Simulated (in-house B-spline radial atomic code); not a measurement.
Whole-atom quantities along the 27-electron series, configuration [Ar] 3d9. Breit and QED terms are first order and not part of the total energy; the density at the nucleus is averaged over the nuclear charge. Computed with a radial B-spline atomic code at the basis-set limit: Dirac-Hartree-Fock, average of the configuration, finite nuclei.

```csv
ion,Z,E/Z² (Eh),Σ<r²> (bohr²),n(0)/Z³ (bohr⁻³),Lamb diamagnetic shielding (ppm),repulsion over attraction,Breit energy (eV),self-energy (eV),vacuum polarisation (eV),Dirac less non-relativistic energy (Eh)
Lu44+,71,-2.6198,0.80183,2.8531,7574.28,0.074471,375.7,323.15,-55.883,-704.19
Hf45+,72,-2.6307,0.77305,2.969,7719.53,0.073372,393.79,340.72,-59.778,-749.56
Ta46+,73,-2.6415,0.74571,3.0863,7866.46,0.072297,412.51,359.07,-63.912,-797.25
W47+,74,-2.6522,0.71972,3.2076,8015.14,0.071244,431.86,378.24,-68.299,-847.37
Re48+,75,-2.663,0.69499,3.3377,8165.66,0.070212,451.87,398.26,-72.962,-900.03
Os49+,76,-2.6738,0.67144,3.4658,8318.04,0.069201,472.54,419.16,-77.903,-955.3
Ir50+,77,-2.6845,0.649,3.6133,8472.47,0.06821,493.91,440.98,-83.166,-1013.36
Pt51+,78,-2.6953,0.62759,3.7604,8628.9,0.067238,515.98,463.76,-88.745,-1074.24
Au52+,79,-2.7061,0.60716,3.9193,8787.5,0.066283,538.77,487.54,-94.675,-1138.13
Hg53+,80,-2.7169,0.58764,4.0816,8948.29,0.065347,562.3,512.36,-100.97,-1205.09
Tl54+,81,-2.7278,0.56898,4.2581,9111.44,0.064427,586.6,538.28,-107.66,-1275.3
Pb55+,82,-2.7386,0.55113,4.4396,9276.96,0.063523,611.67,565.34,-114.75,-1348.84
```

Problem. With what power of Z does the column «Breit energy (eV)» change over this range?

Solution. A fit of the logarithm of its size against log Z from Z = 71 to 82 has slope 3.38.
